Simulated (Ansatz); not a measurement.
CH₆AlFSSi (`[CH3][Al]([F])[S][SiH3]`) at its PBE0-D4/def2-TZVP geometry, where that method's forces vanish. The species carries charge 0 and has multiplicity 1.

```xyz
11

C     1.6176    0.5266    0.4475
Al    0.4941    0.9933   -1.0556
F     1.0470    2.0696   -2.1756
S    -1.5046    0.2383   -1.4711
Si   -1.7501   -1.0575    0.2107
H     1.8284    1.4161    1.0489
H     2.5800    0.1462    0.0928
H     1.1749   -0.2264    1.1020
H    -0.7291   -2.1368    0.2228
H    -3.0996   -1.6577    0.0851
H    -1.6587   -0.3118    1.4925
```

(1) What forces (eV/Å) does ωB97M-V/def2-TZVPP give on these atoms in the Gaussian-basis code of Ansatz? (An estimate is asked.)

## Answers

(1) Computed: 
```
C1   0.017  0.001  0.015
Al2 -0.023 -0.080  0.094
F3   0.039  0.069 -0.069
S4   0.011  0.010 -0.006
Si5 -0.049 -0.122  0.141
H6  -0.012 -0.074 -0.039
H7  -0.071  0.027  0.036
H8   0.036  0.050 -0.039
H9  -0.112  0.132 -0.003
H10  0.167  0.071  0.021
H11 -0.003 -0.084 -0.152
```
